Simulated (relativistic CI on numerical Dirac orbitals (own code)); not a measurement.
Sb XXVII: computed level list

These numbers are calculated, not measured: Dirac-Coulomb-Breit CI, orbitals from a KLI potential per configuration, QED by a radiative potential, unscaled Slater integrals (own radial code, finite nucleus).

Configurations in the expansion (outside the closed core [Ne]): 3s2 3p6 3d7, 3s2 3p5 3d8, 3s2 3p4 3d9, 3s 3p6 3d8, 3p6 3d9, 3s 3p5 3d9, 3s2 3p6 3d6 4s, 3s2 3p6 3d6 4p, 3s2 3p6 3d6 4d, 3s2 3p4 3d8 4s, 3s2 3p6 3d6 4f, 3s2 3p5 3d7 4s, 3s2 3p4 3d8 4p, 3s2 3p5 3d7 4p, 3s2 3p6 3d5 4s2, 3s2 3p4 3d8 4d, 3s 3p5 3d8 4s, 3s2 3p6 3d5 4s 4p, 3s 3p5 3d8 4p, 3s2 3p6 3d6 5s, 3s2 3p5 3d7 4d, 3s 3p6 3d7 4s, 3s2 3p6 3d5 4p2, 3s2 3p6 3d6 5p, 3s2 3p6 3d5 4s 4d, 3s 3p5 3d8 4d, 3p6 3d8 4s, 3s2 3p6 3d6 5d, 3s 3p6 3d7 4p, 3s2 3p5 3d6 4s2, 3p6 3d8 4p, 3s2 3p6 3d6 5f, 3s2 3p6 3d6 5g, 3s 3p6 3d7 4d, 3s2 3p6 3d6 6p. Levels of other configurations are missing.

| No. | Configuration | Term | J | E (Ry) | % | Landé g | Lifetime (s) |
| --- | --- | --- | --- | --- | --- | --- | --- |
| 41 | 3p5 3d8(1D) | 2F° | 7/2 | 18.1023 | 59 | 1.159 | 1.79e-12 |
| 42 | 3p5 3d8(3P) | 4S° | 3/2 | 18.3502 | 37 | 1.534 | 1.57e-12 |
| 43 | 3p5 3d8(1G) | 2F° | 5/2 | 18.6328 | 28 | 1.174 | 2.03e-12 |
| 44 | 3p5 3d8(1G) | 2G° | 7/2 | 18.7635 | 36 | 1.041 | 1.24e-12 |
| 45 | 3p5 3d8(1G) | 2F° | 5/2 | 18.8150 | 63 | 0.866 | 1.90e-12 |
| 46 | 3p5 3d8(3P) | 2D° | 3/2 | 18.8231 | 33 | 1.086 | 1.26e-12 |
| 47 | 3p5 3d8(3P) | 2P° | 1/2 | 18.8958 | 48 | 0.610 | 1.61e-12 |
| 48 | 3p5 3d8(1S) | 2P° | 3/2 | 19.6328 | 61 | 1.309 | 1.94e-12 |
| 49 | 3p5 3d8(3F) | 4D° | 7/2 | 20.6229 | 45 | 1.246 | 8.43e-13 |
| 50 | 3p5 3d8(3F) | 4F° | 5/2 | 20.6912 | 32 | 1.011 | 1.49e-12 |
| 51 | 3p5 3d8(3P) | 4D° | 3/2 | 20.8402 | 27 | 1.169 | 1.79e-12 |
| 52 | 3p5 3d8(3F) | 2F° | 5/2 | 20.8582 | 44 | 0.903 | 5.31e-12 |
| 53 | 3p5 3d8(3P) | 4P° | 1/2 | 20.8905 | 53 | 1.800 | 2.10e-12 |
| 54 | 3p5 3d8(3F) | 2G° | 7/2 | 21.0180 | 39 | 1.022 | 1.34e-12 |
| 55 | 3p5 3d8(1G) | 2H° | 9/2 | 21.1256 | 44 | 1.041 | 1.53e-12 |
| 56 | 3p5 3d8(1D) | 2D° | 3/2 | 21.3925 | 47 | 1.172 | 8.12e-13 |
| 57 | 3p5 3d8(1D) | 2F° | 5/2 | 21.6205 | 56 | 1.006 | 7.11e-13 |
| 58 | 3p5 3d8(3F) | 2G° | 9/2 | 21.6334 | 65 | 1.057 | 6.78e-13 |
| 59 | 3p5 3d8(3P) | 2P° | 1/2 | 22.0869 | 60 | 0.648 | 9.95e-13 |
| 60 | 3p5 3d8(3P) | 2D° | 5/2 | 22.4444 | 59 | 1.178 | 7.54e-13 |
| 61 | 3p5 3d8(1G) | 2F° | 7/2 | 22.5872 | 54 | 1.045 | 6.78e-13 |
| 62 | 3p5 3d8(3F) | 2D° | 3/2 | 22.6379 | 59 | 0.846 | 1.08e-12 |
| 63 | 3p5 3d8(3P) | 2P° | 3/2 | 22.9405 | 60 | 1.316 | 7.20e-13 |
| 64 | 3p5 3d8(1S) | 2P° | 1/2 | 23.0926 | 96 | 0.660 | 1.18e-12 |
| 65 | 3s 3d8(3F) | 4F | 9/2 | 29.4045 | 96 | 1.321 | 1.93e-12 |
| 66 | 3s 3d8(3F) | 4F | 7/2 | 29.7223 | 63 | 1.189 | 2.29e-12 |
| 67 | 3s 3d8(1D) | 2D | 5/2 | 29.9659 | 36 | 1.291 | 2.02e-12 |
| 68 | 3s 3d8(1D) | 2D | 3/2 | 30.0641 | 45 | 0.725 | 2.06e-12 |
| 69 | 3s 3d8(3F) | 2F | 7/2 | 30.2758 | 46 | 1.171 | 2.86e-12 |
| 70 | 3s 3d8(3F) | 4F | 5/2 | 30.2776 | 65 | 1.145 | 2.07e-12 |
| 71 | 3s 3d8(3P) | 4P | 1/2 | 30.6042 | 83 | 2.517 | 2.04e-12 |
| 72 | 3s 3d8(3P) | 4P | 3/2 | 30.6390 | 69 | 1.368 | 2.04e-12 |
| 73 | 3s 3d8(3F) | 2F | 5/2 | 30.7563 | 39 | 1.174 | 2.55e-12 |
| 74 | 3s 3d8(1G) | 2G | 9/2 | 30.9402 | 85 | 1.123 | 2.54e-12 |
| 75 | 3s 3d8(3P) | 2P | 3/2 | 30.9611 | 27 | 1.096 | 2.26e-12 |
| 76 | 3s 3d8(1G) | 2G | 7/2 | 31.0672 | 87 | 0.909 | 2.45e-12 |
| 77 | 3s 3d8(3P) | 2P | 1/2 | 31.1577 | 65 | 0.872 | 2.96e-12 |
| 78 | 3s 3d8(3F) | 2F | 5/2 | 31.3627 | 36 | 1.066 | 2.72e-12 |
| 79 | 3s 3d8(3P) | 2P | 3/2 | 31.4453 | 48 | 1.069 | 2.64e-12 |
| 80 | 3s 3d8(1S) | 2S | 1/2 | 32.5789 | 73 | 1.937 | 2.33e-12 |
| 81 | 3p4(3P) 3d9 | 4F | 9/2 | 32.8296 | 78 | 1.282 | 1.04e-12 |
| 82 | 3p4(3P) 3d9 | 4D | 7/2 | 33.1262 | 45 | 1.280 | 9.86e-13 |
| 83 | 3p4(3P) 3d9 | 2P | 1/2 | 33.4349 | 66 | 0.701 | 9.24e-13 |
| 84 | 3p4(3P) 3d9 | 4D | 5/2 | 33.7833 | 61 | 1.340 | 9.72e-13 |
| 85 | 3p4(1S) 3d9 | 2D | 5/2 | 33.9495 | 52 | 1.149 | 9.34e-13 |

Energies count from the lowest computed level; ° marks odd parity; lifetimes are radiative, by E1, M1, E2, M2 decay to levels of this space only. Percentages are summed over parent terms; the parents shown are those of the largest component, closed shells are left out there.

The mean weight of the leading LS term, summed over parents, in these 45 levels is 55 %, and that of the leading jj configuration (from the same eigenvectors) 73 %, so jj coupling describes them better and the LS labels are nominal.

At this charge energies of transitions that change n are usually good to better than 1 %, and those within a shell (Δn = 0) to a few per cent. Terms inside the open d or f shell come out 10 to 20 % too wide with unscaled integrals.

LS names give the leading component of a level, which can be under half, so a name can repeat, a term be missing and a line seem to break the LS rules.
